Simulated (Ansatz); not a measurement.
`[NH2][Hf]([OH])([Br])[Br]`, 8 atoms. Total charge 0; spin multiplicity 1. Correlated methods include outer-core shells of Br, Hf, which these sets cover unevenly. Scalar relativity is left out up to krypton. Hf: def2 effective core potential. All runs use 4 threads of an Intel Xeon Platinum 8488C on a shared host. Correlated methods freeze the cores.

(1) How many basis functions does each run have, and how long does it take in Ansatz? RKS B2PLYP (frozen core)/def2-TZVPP energy; RKS ωB97M-V/def2-SVP energy; RKS r2SCAN0-D4/def2-TZVPP energy; RKS PBE0-D4/def2-QZVPP energy; RKS PBE0-D4/def2-SVP energy; RHF-MP2/def2-TZVPP energy; RKS PBE0-D4/def2-TZVP relaxation (28 steps); RKS PBE0-D4/def2-TZVP frequencies; RHF-MP2/def2-QZVPP energy; RKS ωB97M-V/def2-QZVPP energy; RKS PBE-QIDH (frozen core)/def2-TZVPP energy; RKS SPW92 (LDA)/def2-TZVPP energy. (Best estimate.)

Answers

(1) Ansatz gave: Other jobs shared the machine, so times are rough.

```json
{"level": "RKS SPW92 (LDA)/def2-TZVPP", "job": "energy", "functions": "256", "wall time": "1.7 s", "peak host memory (GiB)": "0.41"}
{"level": "RKS PBE0-D4/def2-SVP", "job": "energy", "functions": "139", "wall time": "2.3 s", "peak host memory (GiB)": "0.48"}
{"level": "RHF-MP2/def2-TZVPP", "job": "energy", "functions": "256", "wall time": "5.5 s", "peak host memory (GiB)": "0.79"}
{"level": "RKS ωB97M-V/def2-SVP", "job": "energy", "functions": "139", "wall time": "6.5 s", "peak host memory (GiB)": "0.61"}
{"level": "RKS B2PLYP (frozen core)/def2-TZVPP", "job": "energy", "functions": "256", "wall time": "9 s", "peak host memory (GiB)": "0.84"}
{"level": "RKS r2SCAN0-D4/def2-TZVPP", "job": "energy", "functions": "256", "wall time": "9 s", "peak host memory (GiB)": "1.1"}
{"level": "RKS PBE0-D4/def2-QZVPP", "job": "energy", "functions": "463", "wall time": "10 s", "peak host memory (GiB)": "2.4"}
{"level": "RKS PBE-QIDH (frozen core)/def2-TZVPP", "job": "energy", "functions": "256", "wall time": "10 s", "peak host memory (GiB)": "0.84"}
{"level": "RKS ωB97M-V/def2-QZVPP", "job": "energy", "functions": "463", "wall time": "21 s", "peak host memory (GiB)": "2.8"}
{"level": "RHF-MP2/def2-QZVPP", "job": "energy", "functions": "463", "wall time": "23 s", "peak host memory (GiB)": "2.8"}
{"level": "RKS PBE0-D4/def2-TZVP", "job": "relaxation (28 steps)", "functions": "216", "wall time": "2.4 min", "peak host memory (GiB)": "0.83"}
{"level": "RKS PBE0-D4/def2-TZVP", "job": "frequencies", "functions": "216", "wall time": "2.5 min", "peak host memory (GiB)": "0.83"}
```
